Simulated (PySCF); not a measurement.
# Multinuclear NMR of C₈H₁₂ClF

Atom-mapped SMILES (the numbers label the heavy atoms): `[F:1][C@@H:2]1[CH2:3][C@@H:4]2[CH2:5][CH2:6][CH2:7][C@@H:8]2[C@@H:9]1[Cl:10]`; H(Xn) means a hydrogen on atom n. Ha(C5), Ha(C6), Ha(C7) are cis to C3 on the ring; Ha(C3) is cis to F1 on the ring; Hb(C5), Hb(C6), Hb(C7) are trans to C3 on the ring; Hb(C3) is trans to F1 on the ring.

Computed data (PySCF): GIAO PBE0/pcSseg-1 shieldings, geometry from GFN2-xTB. One computed conformer, gas phase, non-relativistic Hamiltonian.

Question: Predict the $^{19}$F NMR data.

Answer: 
```
atoms                environment  σ (ppm)  δ (ppm)
   F1  fluorine on an sp3 carbon    386.3   -188.0
```

Shieldings were converted by a linear fit to measured shifts: $^{19}$F (scatter 6.0 ppm rms, 7.0 ppm with the 5 outliers that the fit left out vs CFCl3, solution or neat liquid, with a term for F on sp3 carbon). A few per cent of atoms miss by over 2 rms, more outside the fitted compound classes.

On a 500 MHz spectrometer $^{19}$F resonates near 470.5 MHz, so 1 ppm is 470.5 Hz.
